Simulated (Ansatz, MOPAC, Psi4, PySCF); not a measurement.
System: CHO, charge 1, multiplicity 1. SMILES: [C][OH+]
Geometry from a B3LYP-D3(BJ)/def2-TZVP (Ansatz, a program for electronic structure) optimisation:
```
O
C 1 1.1538
H 1 0.9970 2 180.00
```
Charge +1, spin multiplicity 1.

Wanted: vertical ionisation energy to the doublet, in eV. Set-up: non-relativistic; UHF or UKS for open shells; 6-31G* and kin with 6d, 5d where marked; dispersion terms only where a functional's name holds one; 6-311+G** with 5d; valence correlation only; each state is the SCF solution reached for its charge and spin; spin-orbit terms left out. First-principles rows: single points at B3LYP-D3(BJ) geometries (Ansatz). Semi-empirical rows: differences of heats of formation at the shared geometry for vertical values. A UHF reference is markedly spin-contaminated in at least one set, which strains HF and MP2.

| level | program | vertical ionisation energy to the doublet (eV) |
|---|---|---|
| PM3 | MOPAC | 21.07 |
| HF/6-31G* | Ansatz | 21.81 |
| HF/6-311+G** | Ansatz | 21.74 |
| PBE/6-31G* | Ansatz | 22.63 |
| B3LYP/6-31G* | Ansatz | 22.91 |
| B3LYP/6-311+G** | Ansatz | 22.88 |
| M06-2X/6-31G* (5d) | PySCF | 22.89 |
| wB97X-D/6-31G* | Psi4 | 22.84 |
| MP2/6-311+G** | Ansatz | 22.39 |
| B3LYP/def2-TZVPD | Ansatz | 22.87 |
| wB97M-V/def2-TZVPD | Ansatz | 22.90 |
| wB97X-V/def2-TZVPD | Ansatz | 22.89 |

No value to compare with is used here. The 9 habitual levels span 21.07 (PM3) to 22.91 eV (B3LYP/6-31G*); wB97M-V/def2-TZVPD gives 22.90.

The levels are drawn from those run, B3LYP/6-31G* more often than the rest, none by its result; left out are runs that failed, that the program found above a lower state of the same kind, or whose <S^2> lies over 0.5 above the pure value.
